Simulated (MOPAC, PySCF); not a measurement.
C4H12Si, SMILES `[Si](C)(C)(C)C`, neutral singlet in the gas phase. 

Cartesian coordinates (Å):
SMILES: C[Si](C)(C)C
```xyz
17

C     -1.4887     1.1246    -0.3338
Si     0.0000     0.0000     0.0000
C     -0.0080    -1.4409    -1.2313
C      1.6008     0.9945    -0.2017
C     -0.1041    -0.6781     1.7668
H     -1.5117     1.9797     0.3730
H     -2.4433     0.5695    -0.2232
H     -1.4560     1.5380    -1.3631
H     -0.9351    -2.0435    -1.1373
H      0.0521    -1.0749    -2.2772
H      0.8539    -2.1188    -1.0608
H      1.6907     1.4056    -1.2286
H      1.6351     1.8473     0.5075
H      2.4925     0.3618    -0.0122
H     -1.0330    -1.2666     1.9164
H     -0.1014     0.1437     2.5125
H      0.7560    -1.3419     1.9929
```
Charge 0, multiplicity 1.

All levels are single points at this geometry (PBE-D3(BJ)/def2-SVP); Pople sets use spherical d functions. Orbital energies aren't observables, and empty levels follow the basis.

PM7 in MOPAC gives HOMO (eV) = -10.96.

Q: Estimate the HOMO (eV) from each of these levels: PBE-D3(BJ)/def2-TZVP in PySCF; B3LYP/6-311+G** in PySCF; B3LYP/6-31G* in PySCF; B3LYP/LANL2DZ in PySCF; BP86/6-31G* in PySCF; M06-2X/6-31G* in PySCF; SVWN5/6-31G* in PySCF; HF/3-21G in PySCF; HF/6-31G* in PySCF; AM1 in MOPAC; PM3 in MOPAC; PM6 in MOPAC.

A: 
```tsv
level	HOMO (eV)
PBE-D3(BJ)/def2-TZVP in PySCF	-6.99
B3LYP/6-311+G** in PySCF	-8.14
B3LYP/6-31G* in PySCF	-7.85
B3LYP/LANL2DZ in PySCF	-8.07
BP86/6-31G* in PySCF	-6.83
M06-2X/6-31G* in PySCF	-9.32
SVWN5/6-31G* in PySCF	-6.76
HF/3-21G in PySCF	-11.35
HF/6-31G* in PySCF	-11.42
AM1 in MOPAC	-10.89
PM3 in MOPAC	-10.40
PM6 in MOPAC	-9.92
```
